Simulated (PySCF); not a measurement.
# How methods differ on the ionisation energy of Re³⁺

Re³⁺ [Xe] 4f14 5d4 [5d3/2^4, M_J = 0] → Re⁴⁺ [Xe] 4f14 5d3 [5d3/2^3, M_J = 3/2], as a difference of total energies. Computed with PySCF 2.14 in x2c-TZVPall-2c (11s11p10d2f, 108 functions), with the two-component X2C-1e Hamiltonian. "Screened" scales the spin-orbit matrix elements by Boettger's factors to mimic the two-electron term; Breit and QED terms are absent.

| method | ionisation energy (eV) |
| --- | --- |
| GHF (spin-free) | 39.059 |
| GHF (screened spin-orbit) | 38.776 |

The spin-free rows relax to the high-spin LS determinant and lack the spin-orbit shift.

Errors of the correlated levels include the incompleteness of this basis and the frozen core.

The labels give the starting determinants; with spin-orbit coupling the two ends relaxed to ⟨J²⟩ = 2.64, ⟨L²⟩ = 5.58, ⟨S²⟩ = 5.57 and ⟨J²⟩ = 5.40, ⟨L²⟩ = 11.53, ⟨S²⟩ = 3.56.

The determinant of Re³⁺ and of Re⁴⁺ mixes levels of different J (the jj label is only the starting occupation), so the difference between spin-free and spin-orbit rows is not the physical spin-orbit shift.

For comparison: 39.1 ± 1.7 eV (theoretical estimate listed by NIST; NIST Atomic Spectra Database, ionization energies).
